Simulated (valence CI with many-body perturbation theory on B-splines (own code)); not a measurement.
## E1 line list for Pm⁵⁴⁺

Level of theory: valence CI with perturbative core correlation (CI+MBPT): five valence electrons over a frozen Dirac-Fock core [He], radial functions for each j: 11 s, 11 p, 10 d, 8 f, 5 g, 2 h, with the one-electron correlation potential Σ1 (screened to all orders), the two-electron term Σ2, the three-electron term Σ3, Breit, model QED; selected single and double excitations, second order for the rest, scaled by the run's own slope (own B-spline code, finite nucleus).

No measured spectrum was set against this ion. As an estimate, large intervals hold to a few tenths of a per cent, small ones and those within an open d or f shell to about a per cent. Among the levels kept, up to 7300 cm⁻¹ of a level comes from second order outside the variational space, and about a tenth of that is noise between levels of different J, which matters for small intervals.

Lines 101 to 150 of 600 in falling wavelength, among levels below 7955.8 eV, chosen from the strongest by gf and those to the six lowest levels. Wavelengths and rates use the calculated energies. Electric multipoles are in the length gauge, E1 and E2 with the static RPA response of the core. Weak lines are less certain than strong ones. Lines between different terms over intervals too small for the method are left out, as are lines whose strength nearly cancels. The highest levels of a list are the least certain.

Levels are named by their leading jj configuration (3d3/2^4 stands for four electrons in 3d with j = 3/2), which in mixed levels can hold well under half, so a name can repeat and another be missing. Letters in brackets count levels of one name in rising energy.

```tsv
λ vac (nm)	Upper	Lower	A (s⁻¹)	S (a.u.) with core polarisation	S without
4.992	(2s 2p1/2 2p3/2^2 3d3/2) J=1/2 [d]	(2s 2p1/2 2p3/2^2 3p1/2) J=3/2 [d]	9.98e+10	1.23e-02	1.23e-02
4.981	(2s 2p1/2^2 2p3/2 3d3/2) J=5/2 [a]	(2s 2p1/2^2 2p3/2 3p1/2) J=5/2	9.12e+10	3.34e-02	3.34e-02
4.973	(2s^2 2p3/2^2 3d3/2) J=3/2 [a]	(2s^2 2p3/2^2 3p1/2) J=3/2	9.34e+10	2.27e-02	2.27e-02
4.971	(2s 2p1/2^2 2p3/2 3d3/2) J=5/2 [b]	(2s 2p1/2^2 2p3/2 3p1/2) J=3/2 [b]	1.44e+11	5.23e-02	5.23e-02
4.967	(2s 2p1/2^2 2p3/2 3d3/2) J=5/2 [a]	(2s 2p1/2^2 2p3/2 3p1/2) J=3/2 [a]	7.08e+10	2.57e-02	2.57e-02
4.965	(2s^2 2p3/2^2 3d3/2) J=5/2	(2s^2 2p3/2^2 3p1/2) J=5/2	6.24e+10	2.26e-02	2.26e-02
4.964	(2s^2 2p1/2 2p3/2 3p3/2) J=7/2	(2s^2 2p1/2 2p3/2 3s) J=5/2	2.49e+11	1.20e-01	1.20e-01
4.961	(2s 2p1/2^2 2p3/2 3p3/2) J=3/2 [b]	(2s^2 2p1/2 2p3/2 3p3/2) J=1/2 [c]	7.62e+10	1.84e-02	1.84e-02
4.946	(2s 2p1/2 2p3/2^2 3d5/2) J=9/2 [a]	(2s 2p1/2 2p3/2^2 3p1/2) J=7/2	4.13e+10	2.47e-02	2.47e-02
4.937	(2s^2 2p1/2 2p3/2 3d3/2) J=3/2 [a]	(2s^2 2p1/2 2p3/2 3p1/2) J=3/2 [a]	5.96e+10	1.41e-02	1.41e-02
4.935	(2s 2p1/2 2p3/2^2 3p3/2) J=7/2 [a]	(2s 2p1/2 2p3/2^2 3s) J=5/2 [a]	2.56e+11	1.22e-01	1.22e-01
4.930	(2p1/2^2 2p3/2^2 3p1/2) J=5/2	(2s 2p1/2 2p3/2^2 3p1/2) J=3/2 [b]	5.28e+10	1.87e-02	1.88e-02
4.928	(2s^2 2p3/2^2 3p3/2) J=5/2	(2s^2 2p3/2^2 3s) J=5/2	9.56e+10	3.39e-02	3.39e-02
4.918	(2s^2 2p3/2^2 3d3/2) J=3/2 [b]	(2s^2 2p3/2^2 3p1/2) J=1/2	1.36e+11	3.20e-02	3.20e-02
4.907	(2s^2 2p1/2 2p3/2 3p3/2) J=3/2 [a]	(2s^2 2p1/2 2p3/2 3s) J=1/2	9.06e+10	2.11e-02	2.11e-02
4.906	(2s 2p1/2 2p3/2^2 3d3/2) J=5/2 [d]	(2s 2p1/2 2p3/2^2 3p1/2) J=3/2 [c]	4.36e+10	1.53e-02	1.53e-02
4.903	(2s^2 2p3/2^2 3d3/2) J=5/2	(2s^2 2p3/2^2 3p1/2) J=3/2	8.05e+10	2.81e-02	2.81e-02
4.896	(2s^2 2p1/2 2p3/2 3d3/2) J=5/2 [a]	(2s^2 2p1/2 2p3/2 3p1/2) J=3/2 [a]	1.46e+11	5.07e-02	5.07e-02
4.893	(2s 2p1/2 2p3/2^2 3d3/2) J=3/2 [a]	(2s 2p1/2 2p3/2^2 3p1/2) J=3/2 [a]	1.41e+11	3.25e-02	3.25e-02
4.893	(2s 2p1/2 2p3/2^2 3p3/2) J=5/2 [a]	(2s 2p1/2 2p3/2^2 3s) J=5/2 [a]	1.20e+11	4.17e-02	4.17e-02
4.892	(2s 2p1/2^2 2p3/2 3d3/2) J=3/2 [a]	(2s 2p1/2^2 2p3/2 3p1/2) J=3/2 [a]	1.44e+11	3.34e-02	3.34e-02
4.883	(2s 2p1/2^2 2p3/2 3p3/2) J=1/2 [b]	(2s^2 2p1/2 2p3/2 3p3/2) J=1/2 [c]	1.95e+11	2.24e-02	2.24e-02
4.883	(2s 2p1/2 2p3/2^2 3p3/2) J=3/2 [c]	(2s 2p1/2 2p3/2^2 3s) J=1/2 [a]	2.47e+11	5.68e-02	5.68e-02
4.883	(2s^2 2p3/2^2 3p3/2) J=7/2	(2s^2 2p3/2^2 3s) J=5/2	2.78e+11	1.28e-01	1.28e-01
4.880	(2s 2p1/2 2p3/2^2 3d3/2) J=1/2 [b]	(2s 2p1/2 2p3/2^2 3p1/2) J=1/2 [b]	1.06e+11	1.22e-02	1.22e-02
4.878	(2s^2 2p3/2^2 3d3/2) J=7/2	(2s^2 2p3/2^2 3p1/2) J=5/2	1.91e+11	8.75e-02	8.75e-02
4.871	(2s^2 2p1/2^2 3d3/2) J=3/2	(2s^2 2p1/2^2 3p1/2) J=1/2	1.78e+11	4.06e-02	4.06e-02
4.867	(2s 2p1/2 2p3/2^2 3d3/2) J=7/2 [a]	(2s 2p1/2 2p3/2^2 3p1/2) J=5/2 [a]	1.59e+11	7.23e-02	7.23e-02
4.866	(2s 2p1/2 2p3/2^2 3d3/2) J=1/2 [a]	(2s 2p1/2 2p3/2^2 3p1/2) J=3/2 [a]	1.87e+11	2.13e-02	2.13e-02
4.866	(2s^2 2p1/2 2p3/2 3d3/2) J=7/2	(2s^2 2p1/2 2p3/2 3p1/2) J=5/2	1.72e+11	7.85e-02	7.85e-02
4.860	(2s 2p1/2^2 2p3/2 3d3/2) J=7/2	(2s 2p1/2^2 2p3/2 3p1/2) J=5/2	1.43e+11	6.47e-02	6.47e-02
4.855	(2s 2p1/2^2 2p3/2 3p3/2) J=3/2 [b]	(2s 2p1/2^2 2p3/2 3s) J=3/2 [b]	1.29e+11	2.92e-02	2.92e-02
4.846	(2s 2p1/2 2p3/2^2 3d3/2) J=7/2 [c]	(2s 2p1/2 2p3/2^2 3p1/2) J=5/2 [c]	1.14e+11	5.12e-02	5.12e-02
4.843	(2s 2p1/2^2 2p3/2 3d3/2) J=1/2 [a]	(2s 2p1/2^2 2p3/2 3p1/2) J=3/2 [a]	1.86e+11	2.09e-02	2.09e-02
4.838	(2s 2p1/2 2p3/2^2 3p3/2) J=9/2	(2s 2p1/2 2p3/2^2 3s) J=7/2	1.94e+11	1.09e-01	1.09e-01
4.828	(2s 2p1/2 2p3/2^2 3d3/2) J=5/2 [a]	(2s 2p1/2 2p3/2^2 3p1/2) J=3/2 [a]	8.04e+10	2.68e-02	2.68e-02
4.827	(2s 2p1/2 2p3/2^2 3d3/2) J=9/2	(2s 2p1/2 2p3/2^2 3p1/2) J=7/2	1.16e+11	6.41e-02	6.41e-02
4.824	(2s^2 2p1/2 2p3/2 3d3/2) J=3/2 [a]	(2s^2 2p1/2 2p3/2 3p1/2) J=1/2	1.07e+11	2.38e-02	2.38e-02
4.821	(2s 2p1/2 2p3/2^2 3d3/2) J=3/2 [c]	(2s 2p1/2 2p3/2^2 3p1/2) J=1/2 [a]	1.24e+11	2.74e-02	2.74e-02
4.812	(2s 2p1/2 2p3/2^2 3p3/2) J=7/2 [b]	(2s 2p1/2 2p3/2^2 3s) J=7/2	1.46e+11	6.43e-02	6.43e-02
4.812	(2s 2p1/2^2 2p3/2 3p3/2) J=5/2 [a]	(2s 2p1/2^2 2p3/2 3s) J=3/2 [a]	7.94e+10	2.62e-02	2.62e-02
4.809	(2s^2 2p1/2 2p3/2 3p3/2) J=5/2 [a]	(2s^2 2p1/2 2p3/2 3s) J=3/2 [a]	2.76e+11	9.10e-02	9.10e-02
4.808	(2s 2p1/2 2p3/2^2 3d5/2) J=3/2 [b]	(2s 2p1/2 2p3/2^2 3p1/2) J=1/2 [b]	5.62e+10	1.23e-02	1.23e-02
4.805	(2s^2 2p1/2 2p3/2 3p3/2) J=3/2 [b]	(2s^2 2p1/2 2p3/2 3s) J=3/2 [b]	1.03e+11	2.26e-02	2.26e-02
4.797	(2s 2p1/2 2p3/2^2 3p3/2) J=5/2 [f]	(2s 2p1/2 2p3/2^2 3s) J=5/2 [c]	1.12e+11	3.65e-02	3.65e-02
4.788	(2s 2p1/2^2 2p3/2^2) J=5/2	(2s^2 2p1/2 2p3/2^2) J=3/2	2.14e+10	6.96e-03	6.97e-03
4.771	(2s^2 2p1/2^2 3p3/2) J=3/2	(2s^2 2p1/2^2 3s) J=1/2	2.84e+11	6.10e-02	6.10e-02
4.757	(2s 2p1/2^2 2p3/2 3p3/2) J=7/2	(2s 2p1/2^2 2p3/2 3s) J=5/2	1.67e+11	7.10e-02	7.10e-02
4.752	(2s^2 2p1/2 2p3/2 3p3/2) J=3/2 [a]	(2s^2 2p1/2 2p3/2 3s) J=3/2 [a]	5.81e+10	1.23e-02	1.23e-02
4.746	(2s^2 2p1/2 2p3/2 3d3/2) J=1/2 [a]	(2s^2 2p1/2 2p3/2 3p1/2) J=1/2	1.63e+11	1.72e-02	1.72e-02
```
